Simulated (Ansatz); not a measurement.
Total energies of the cluster SrO2 from Ansatz at PBE-D4/def2-TZVP, gas phase (1 Eh = 27.2114 eV = 2625.5 kJ/mol). The reference geometry is relaxed at PBE-D4/def2-TZVP.

| atom | x (Å) | y (Å) | z (Å) |
| --- | --- | --- | --- |
| Sr1 | -0.839 | 0.829 | 0.578 |
| O2 | 0.135 | -0.229 | -0.967 |
| O3 | 0.703 | -0.600 | 0.389 |

| state | geometry | energy (Eh) |
| --- | --- | --- |
| charge 0 singlet | reference | -181.02023 |
| charge 1 doublet | reference | -180.78051 |
| charge 0 triplet | relaxed at PBE-D4/def2-TZVP | -181.00622 |
| charge 0 quintet | relaxed at PBE-D4/def2-TZVP | -180.89213 |
| free Sr atom (singlet) | – | -30.68408 |
| free O atom (triplet) | – | -75.00967 |

In the def2 sets Sr takes a core potential; there is no spin–orbit coupling. The structure holds 1 bond(s) between oxygen atoms.

Q: Work out the vertical ionisation energy to the doublet.

A: E(charge 1 doublet) − E(charge 0 singlet) = -180.78051 − (-181.02023) = 0.23972 Eh = 6.52 eV. For comparison, −ε of the highest occupied level is 2.92 eV at this level, 3.60 eV less.

Q: Which of the charge 0 states is lowest, and how far above it are the others?

A: The singlet. triplet: -181.00622 − (-181.02023) = 0.01401 Eh = 36.8 kJ/mol; quintet: -180.89213 − (-181.02023) = 0.12810 Eh = 336.3 kJ/mol. The quintet differs in its bonds from the reference.

Q: What is the binding energy per atom against free atoms?

A: Atoms: 1 × (-30.68408) + 2 × (-75.00967) = -180.70342 Eh. Binding: -180.70342 − (-181.02023) = 0.31681 Eh = 8.62 eV, or 2.87 eV for each of 3 atoms (no zero-point energy, no counterpoise term).

The structure comes from a short search, and lower isomers may exist.
